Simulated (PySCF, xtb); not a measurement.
AsBF2H2, SMILES B(F)(F)[AsH2].

Harmonic wavenumbers (cm⁻¹) from GFN2-xTB (xtb 6.7.1) at its own minimum, in rising order: 102, 190, 279, 332, 538, 688, 693, 999, 1171, 1240, 1941, 1944.

Q: What does B3LYP-D3(BJ)/def2-SVP (PySCF) give at its own minimum? (An estimate is asked for; the answer gives what the named calculation found.)

A: 126, 221, 301, 428, 603, 683, 702, 994, 1223, 1411, 2197, 2213. Paired by order, the mean absolute difference is 84 cm⁻¹ and the zero-point energies are 14.5 and 15.9 kcal/mol.
